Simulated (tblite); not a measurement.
Compound: C₇H₉O (doublet state).
SMILES with atom numbers: `[OH:1][CH:2][C@:3]12[CH2:4][C@@H:5]3[C@H:6]([CH2:7]1)[C@H:8]23` (hydrogens: H9 on O1; H10 on C2; H11, H12 on C4; H13 on C5; H14 on C6; H15, H16 on C7; H17 on C8)

Computed geometry: GFN2-xTB, gas phase. This method treats the open shell by occupation alone, without spin polarisation.

(1) What internal coordinates does the optimisation give?

Answers

(1) 
```csv
bond,length (Å),order
O1–C2,1.369,single
C2–C3,1.442,single
"C3–C4, C3–C7",1.544,single
"C4–C5, C6–C7",1.513,single
C5–C6,1.518,single
C3–C8,1.613,single
"C5–C8, C6–C8",1.495,single
O1–H9,0.965,single
C2–H10,1.075,single
"C4–H11, C7–H16",1.089,single
"C4–H12, C7–H15",1.091,single
"C5–H13, C6–H14",1.077,single
C8–H17,1.072,single
```

Bonds in one row agree within 0.01 Å and their mean is given. Orders are formal, as drawn. A selection of angles:
```csv
angle,degrees
C2–O1–H9,109.0
O1–C2–C3,122.9
O1–C2–H10,112.8
C3–C2–H10,122.0
C2–C3–C4,120.4
C2–C3–C7,123.0
C2–C3–C8,127.1
C4–C3–C7,102.4
C4–C3–C8,87.5
C3–C4–C5,86.9
C3–C4–H11,112.3
C3–C4–H12,116.1
C5–C4–H11,112.1
C5–C4–H12,118.0
H11–C4–H12,109.9
C4–C5–C6,107.0
C4–C5–C8,93.0
C4–C5–H13,126.6
C6–C5–C8,59.5
C6–C5–H13,122.3
C8–C5–H13,128.1
C7–C6–H14,126.3
C3–C7–H16,113.8
C6–C8–H17,133.5
C3–C8–C6,85.0
C3–C8–H17,133.1
C5–C8–C6,61.0
```

Dihedral angles: O1–C2–C3–C4 169° (antiperiplanar); C2–C3–C4–C5 153° (antiperiplanar); C3–C4–C5–C6 37° (synclinal); C4–C5–C6–C7 0° (synperiplanar); C5–C6–C7–C3 -37° (synclinal); C5–C6–C8–C3 87° (synclinal); C2–C3–C7–C6 -154° (antiperiplanar); C2–C3–C8–C6 151° (antiperiplanar); C4–C5–C8–C6 108° (anticlinal); H9–O1–C2–C3 -12° (synperiplanar).

Of the pairs four or more bonds apart, H9···H16 is among the closest relative to their van der Waals radii: 2.13 Å, 89 % of the sum of Bondi's values. The 3-membered ring C5–C6–C8 has internal angles of 59.5° to 61.0°. The C–C distances run from 1.442 Å (C2–C3, drawn single) to 1.613 Å (C3–C8, drawn single), a spread of 0.171 Å. The 4-membered ring C3–C7–C6–C8 has internal angles of 85.0° to 93.0° (sum 352°, against 360° for a flat polygon); it is puckered, 0.14 Å rms from its mean plane, widest ring torsion 22°. The 4-membered ring C3–C4–C5–C8 has internal angles of 84.9° to 93.0° (sum 352°, against 360° for a flat polygon); it is puckered, 0.14 Å rms from its mean plane, widest ring torsion 22°. C2 (carbon bonded to C, O and H) is almost planar (angles 122.9°, 122.0° and 112.8°, sum 357.7°, 0.11 Å off the plane of its three neighbours).

Point group: C1 (no symmetry element, even within 0.4 Å). Its GFN2-xTB frequencies are all real (lowest 44 cm⁻¹). Torsions: H–O1–C2–C3 -12°, O1–C2–C3–C4 169°. 2 starts were optimised and ended at 0.00 and 1.83 kcal/mol (GFN2-xTB); the lowest of these is shown.

One conformer stands for the species.
